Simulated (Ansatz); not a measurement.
Isolated molecules relaxed with PBE0-D4/def2-TZVP in Ansatz; ΔE leaves out vibrations. CCSD(T)/CBS adds triple-zeta CCSD(T) − MP2 to the extrapolated MP2 energy (def2 sets, frozen cores). This one scheme is used for every species. Functionals use def2-TZVPP. def2 core potentials past Kr. For Te outer-core shells are correlated without core-valence functions, which leaves a few kJ/mol of doubt a bond.

Consider the ligand exchange at a Te–C bond: `FC(Cl)[TeH]` + PH₃ → `P[TeH]` + `FCCl`.

`FC(Cl)[TeH]`:

Cartesian coordinates in Å:
```
F 0.624 1.626 -0.476
C -0.110 0.526 -0.176
Cl -1.032 0.810 1.297
Te 1.282 -1.133 -0.036
H -0.826 0.351 -0.977
H 0.062 -2.179 0.367
```

PH₃:

Cartesian coordinates in Å:
```
P -0.136 -0.382 0.415
H 1.176 0.128 0.233
H -0.731 0.904 0.320
H -0.309 -0.649 -0.968
```

`P[TeH]`:

Z-matrix (Å, degrees):
```
P
Te 1 2.468
H 1 1.419 2 96.1
H 1 1.419 2 96.1 3 -93.8
H 2 1.658 1 91.5 3 -133.4
```

`FCCl`:

Cartesian coordinates in Å:
```
F 0.707 -0.630 0.973
C -0.078 -0.110 0.000
Cl 0.498 1.492 -0.470
H -1.094 -0.001 0.378
H -0.032 -0.751 -0.880
```

CCSD(T)/CBS gives -84.0 kJ/mol.

**Question.** Another level gave -93.6 kJ/mol. Which?
A. LC-ωPBE/def2-TZVPP
B. BHLYP/def2-TZVPP
C. BLYP-D4/def2-TZVPP
D. BLYP/def2-TZVPP

**Answer.** B. BHLYP -93.6, BLYP -83.2, BLYP-D4 -78.6, LC-ωPBE -88.2 kJ/mol.

Largest T1 diagnostic among the species: 0.013.

From PBE to PBE0 (25 % exact exchange), in def2-TZVPP and without D4, ΔE moves by −6.5 kJ/mol. At CCSD(T), def2-SVP lies +3.4 kJ/mol from the extrapolated value and def2-TZVPP +2.7 kJ/mol.
